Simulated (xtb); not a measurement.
Input for xtb:
```
$ xtb mol.xyz --gfn 2 --opt vtight --json

# file mol.xyz
5

Si    -0.01062661    -0.00352605     0.01643086
Cl     1.16993567     1.16796042     1.19187214
Cl    -1.18921219    -1.15362431     1.13883956
Cl     1.20396169    -1.19278908    -1.18798845
Cl    -1.15153199     1.19409204    -1.20271777
```

Q: What is the computed dipole moment (xtb with GFN2-xTB)?

A: 0.00 D

Q: Give the total energy at the end of the optimisation at the level GFN2-xTB.

A: -20.0895 Eh

Q: Predict the HOMO-LUMO gap from GFN2-xTB.

A: 7.14 eV
